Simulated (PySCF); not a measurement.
## Electronic absorption of C5H10S2

Species: C5H10S2.
SMILES: `C[C@@H]1CCCSS1`

The calculation used PySCF 2.14.0, density-fitted response routines, TDDFT CAM-B3LYP/def2-SVPD, vertical, gas phase, core orbitals frozen in the response. One conformer (not necessarily the lowest) at the PBE0-D3(BJ)/def2-SVP geometry, without solvent, vibrations or thermal averaging.

```
state  λ (nm)  E (eV)       f  |μ| (D)  main configurations (H = HOMO, L = LUMO)
   S1   295.1    4.20  0.0064     0.63                                 H→L (89%)
   S2   239.3    5.18  0.0014     0.26                  H-1→L (77%), H→L+2 (10%)
   S3   216.5    5.73  0.0001     0.06                  H→L+2 (75%), H-1→L (12%)
   S4   203.0    6.11   0.021     0.95                               H→L+1 (82%)
   S5   196.2    6.32  0.0046     0.44   H→L+4 (22%), H→L+6 (21%), H-1→L+2 (19%)
   S6   189.2    6.55   0.040     1.27                 H→L+3 (69%), H-1→L+1 (9%)
```

The lowest singlet lies at 4.20 eV (295 nm, ultraviolet) and is weak; its leading configuration is HOMO→LUMO (89%). The strongest level in the table is S6 at 6.55 eV (189 nm, f = 0.040). It is the last of those listed, so stronger ones may follow. Löwdin shares by element: HOMO sulfur 80%, carbon 11% or more; LUMO sulfur 84% (atoms not listed hold the other 16%). Orbital energies (eV): HOMO-3 -10.52, HOMO-2 -10.15, HOMO-1 -8.54, HOMO -7.55, LUMO 0.41, LUMO+1 1.10, LUMO+2 1.47. Of the 6 states listed, 2 reach f = 0.01 and 1 stays under 0.0005. The listed states span 2.35 eV, and the widest gap between neighbours is 0.98 eV (S1 to S2). No computed singlet lies in the visible range (380 to 750 nm); the lowest, at 295 nm, stands 0.94 eV above its violet end (3.26 eV). Singlets were solved by full linear response.
